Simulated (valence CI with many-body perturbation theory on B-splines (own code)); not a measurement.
Mo³⁶⁺: key properties

Method: configuration interaction combined with many-body perturbation theory (CI+MBPT): four valence electrons over a frozen Dirac-Fock core [He], a basis of 11 s, 11 p, 10 d, 8 f, 5 g, 2 h functions for each j, with the one-electron correlation potential Σ1 (screened to all orders), the two-electron term Σ2, the three-electron term Σ3, Breit, model QED; selected single and double excitations, second order for the rest, scaled by the run's own slope (own B-spline code, finite nucleus).

The last digits are not significant, and no measured levels were compared; by estimate large intervals hold to a few tenths of a per cent, small ones and those within an open d or f shell to about a per cent. Among the levels kept, up to 970 cm⁻¹ of a level comes from second order outside the variational space, and about a tenth of that is noise between levels of different J, which matters for small intervals.

Levels are named by their leading jj configuration (3d3/2^4 stands for four electrons in 3d with j = 3/2), which in mixed levels can hold well under half, so a name can repeat and another be missing.

Rates and lifetimes use the calculated energies. Strong lines usually hold to 10 to 20 %, long lifetimes can be off by a factor of two.

Problem. What is the ground level?

Solution. (2s^2 2p1/2^2) J=0, composition 75 % 2s²2p² ³P + 25 % 2s²2p² ¹S.

Problem. Where does the other parity begin?

Solution. At (2s 2p1/2^2 2p3/2) J=2, 16.89 Ry.

Problem. What is the ionisation energy?

Solution. 5092.8 eV; NIST lists 5084 ± 6 eV (semi-empirical).

Problem. How well does LS coupling describe the low levels?

Solution. Among the lowest 20 levels the leading LS term, summed over configurations, holds 65 % on average. For single configurations the figures are 65 % in LS and 96 % in jj coupling. Terms mix most in the J = 1 level at 29.91 Ry, where the leading one holds 34 %.

Problem. Among levels below 255.32 Ry, which E1 lines absorb most strongly from the ground level?

Solution. to (2s^2 2p1/2 3d3/2) J=1 at 0.4148 nm, f = 1.41; to (2s 2p1/2^2 3p3/2) J=1 at 0.4055 nm, f = 0.404; to (2s 2p1/2^2 2p3/2) J=1 at 4.457 nm, f = 0.129.
